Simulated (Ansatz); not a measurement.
Input and output for [CoI(H2O)5]2+ (CoIO5H10²⁺).

```yaml
crystal:
  periodic: [false, false, false]
  atoms:
    - {symbol: Co, position_ang: [0.024375, -0.015506, 0.232315]}
    - {symbol: I, position_ang: [0.276818, -0.194357, 2.728848]}
    - {symbol: O, position_ang: [-0.182566, 0.099297, -1.786288]}
    - {symbol: H, position_ang: [0.526836, 0.267841, -2.430068]}
    - {symbol: H, position_ang: [-1.026367, 0.109207, -2.270026]}
    - {symbol: O, position_ang: [1.918551, 0.181572, -0.044559]}
    - {symbol: H, position_ang: [2.371015, -0.670121, -0.208585]}
    - {symbol: H, position_ang: [2.427723, 0.606379, 0.675190]}
    - {symbol: O, position_ang: [-1.890531, -0.193575, 0.314802]}
    - {symbol: H, position_ang: [-2.355393, 0.662460, 0.404093]}
    - {symbol: H, position_ang: [-2.253802, -0.757367, 1.027074]}
    - {symbol: O, position_ang: [-0.225820, 1.886629, 0.353925]}
    - {symbol: H, position_ang: [0.144378, 2.454103, -0.348642]}
    - {symbol: H, position_ang: [-0.074552, 2.330260, 1.212834]}
    - {symbol: O, position_ang: [0.266741, -1.910699, 0.026183]}
    - {symbol: H, position_ang: [0.262128, -2.495322, 0.810133]}
    - {symbol: H, position_ang: [-0.209533, -2.360783, -0.697238]}
basis:
  gaussian: {orbitals: def2-SVPD, point_charges: [{charge: 2.00, position_ang: [5.971, 0.193, -0.630]}]}
total_charge: 2
hamiltonian: {xc: {name: rPW86-PBE}, dispersion: d3bjatm}
scf: {omitted_lower_state_checks: [starts]}
output: {forces: true}
```

```sh
$ ansatz run in.yaml --threads 2 --pin off --events-out ev --progress --plain --max-ram 32768MiB --backend cpu
```

Shortened log:

```
Functional definition: rPW86-PBE
2331 factors; their error is unknown
mean field evaluation 1: about -55928.0187 eV, gradient 3.1e2 eV
mean field evaluation 2: about -50554.3605 eV, gradient 1.1e3 eV
mean field evaluation 4: about -55823.8480 eV, gradient 3.8e2 eV
mean field evaluation 8: about -56128.3411 eV, gradient 5.2e1 eV
mean field evaluation 16: about -56137.4197 eV, gradient 8.9e-1 eV
mean field -56137.33498791 eV, -2063.0090095536 hartree, gradient 2.2e-5 eV, S^2 0.000000; 0 other end points of the search recorded, 0 dependent functions left out
reference -56137.33518090 eV, -2063.0090166455 hartree; 50, 50 occupied and 214, 214 virtual orbitals, 2331 factors
Total energy: -56137.80326504 eV, -2063.0262184205 hartree
Atom 0 at     0.024375    -0.015506     0.232315 Å, force    -1.135700    -0.043775     0.365250 eV/Å
Atom 1 at     0.276818    -0.194357     2.728848 Å, force     0.167567    -0.003061     0.565556 eV/Å
Atom 2 at    -0.182566     0.099297    -1.786288 Å, force     0.205434     0.032594    -0.446640 eV/Å
Atom 3 at     0.526836     0.267841    -2.430068 Å, force    -0.083539     0.028283    -0.216548 eV/Å
Atom 4 at    -1.026367     0.109207    -2.270026 Å, force    -0.346222     0.006788    -0.197224 eV/Å
Atom 5 at     1.918551     0.181572    -0.044559 Å, force     1.677347     0.270775    -0.675869 eV/Å
Atom 6 at     2.371015    -0.670121    -0.208585 Å, force    -0.508755    -0.445358     0.099091 eV/Å
Atom 7 at     2.427723     0.606379     0.675190 Å, force    -0.441286     0.131221     0.608059 eV/Å
Atom 8 at    -1.890531    -0.193575     0.314802 Å, force    -0.076323    -0.134159    -0.102691 eV/Å
Atom 9 at    -2.355393     0.662460     0.404093 Å, force    -0.246564     0.324151    -0.033685 eV/Å
Atom 10 at    -2.253802    -0.757367     1.027074 Å, force    -0.229526    -0.248046     0.192291 eV/Å
Atom 11 at    -0.225820     1.886629     0.353925 Å, force    -0.002858     0.350932     0.035256 eV/Å
Atom 12 at     0.144378     2.454103    -0.348642 Å, force    -0.113166     0.222119    -0.233865 eV/Å
Atom 13 at    -0.074552     2.330260     1.212834 Å, force    -0.107283     0.174366     0.294390 eV/Å
Atom 14 at     0.266741    -1.910699     0.026183 Å, force     0.381469    -0.374057    -0.049587 eV/Å
Atom 15 at     0.262128    -2.495322     0.810133 Å, force    -0.103120    -0.199274     0.251225 eV/Å
Atom 16 at    -0.209533    -2.360783    -0.697238 Å, force    -0.252079    -0.179984    -0.254472 eV/Å
Dipole moment:    -1.045212     0.106810    -1.724662 e Å
Checks for a lower state left out: starts
```

It took 31 s on 2 threads of AMD EPYC 7R13 on a shared host, peak host memory 0.65 GiB.

In the def2 sets I takes a core potential; there is no spin–orbit coupling. The restricted singlet is unstable towards broken spin symmetry in Hartree–Fock (as tested in another run); at RKS rPW86-PBE-D3(BJ)-ATM/def2-SVPD this wasn't settled.

The dipole of an ion depends on the origin.
